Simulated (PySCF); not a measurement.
Krypton: highly charged ions in a basis for the neutral atom

Kr⁹⁺ [Ar] 3d9, Kr¹⁰⁺ [Ar] 3d8. All numbers are calculated (PySCF 2.14, the spin-free X2C one-electron Hamiltonian (Gaussian nucleus), in jorge-DZP-DKH (8s6p2d1f, 43 functions)). No spin-orbit coupling, so a gap to NIST mixes the basis error with missing relativistic terms.

Changed run: basis of the neutral atom used for a highly charged ion. This setting is unsound on purpose.

```csv
species,method,sound run (hartree),changed run (hartree),converged
Kr⁹⁺,UHF,not run,-2761.37561,yes
Kr⁹⁺,M06-L,not run,-2762.81721,yes
Kr⁹⁺,B3LYP,not run,-2762.78440,yes
Kr¹⁰⁺,UHF,not run,-2751.54371,yes
Kr¹⁰⁺,M06-L,not run,-2752.92179,yes
Kr¹⁰⁺,B3LYP,not run,-2752.87812,yes
```

Ionisation energy of Kr⁹⁺:

```json
{"method": "UHF", "changed run (eV)": "267.54", "NIST (eV)": "268 ± 3"}
{"method": "M06-L", "changed run (eV)": "269.27", "NIST (eV)": "268 ± 3"}
{"method": "B3LYP", "changed run (eV)": "269.56", "NIST (eV)": "268 ± 3"}
```

The contracted functions were made for the neutral atom and can be too rigid for a highly charged ion.
